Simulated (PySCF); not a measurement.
**Trend along the halogens: MLi molecules**

CCSD(T) with triple-zeta basis sets in PySCF, for the lowest determinant that a PBE0 search found; no spin–orbit coupling. De refers to high-spin ground-configuration atoms.

```csv
M,basis,"reference, frozen orbitals",state (unpaired electrons),Re (Å),ωe (cm⁻¹),De (eV)
F,x2c-TZVPPall,"RHF, 1",singlet (closed shell),1.572,912,5.64
Br,x2c-TZVPPall,"RHF, 9",singlet (closed shell),2.182,562,4.20
I,def2-TZVPP,"RHF, 4",singlet (closed shell),2.408,494,3.65
```

The shortest bond is that of LiF (1.572 Å), the longest that of LiI (2.408 Å). LiF is bound most strongly (5.64 eV) and LiI least (3.65 eV).

The rows differ in basis set, which adds steps of its own.

Down a group the atoms grow and get heavier, so bonds lengthen and wavenumbers fall; this series shows no clear exception.

Correlated steps freeze the inner cores (1 to 9 orbitals); shallow outer-core shells are correlated. Spin–orbit coupling is left out, which matters for elements this heavy, above all for dissociation energies. Where the molecule has an RHF reference, its open-shell atoms are computed with UHF.
